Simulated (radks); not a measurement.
Problem. Neutral caesium, [Xe] 6s1. Method: non-relativistic Kohn-Sham, LDA (Slater exchange, Perdew-Wang correlation), spin-polarised, spherical densities, point nucleus; computed with a radial shooting solver on a logarithmic mesh with Libxc functionals. Every spin shell is full or empty, so the densities are truly spherical. Functionals are evaluated on that one density, not self-consistently. Rank these orbital-free kinetic functionals by their error against the exact value of the orbitals, and give that value: Thomas-Fermi, TF + vW, TF + vW/9, APBEK, revAPBEK, Perdew 92, Thakkar, LKT, PG1, DePristo-Kress, Ernzerhof.

Solution. Exact: 7546.74 hartree. From best to worst, with 100 (|E| - |E exact|)/|E exact| (equal figures are ties): APBEK +0.09, DePristo-Kress -0.14, revAPBEK +0.25, Ernzerhof -0.44, Thakkar -0.63, Perdew 92 -0.69, TF + vW/9 -0.70, Thomas-Fermi -5.17, PG1 +14.46, LKT +18.44, TF + vW +35.07.
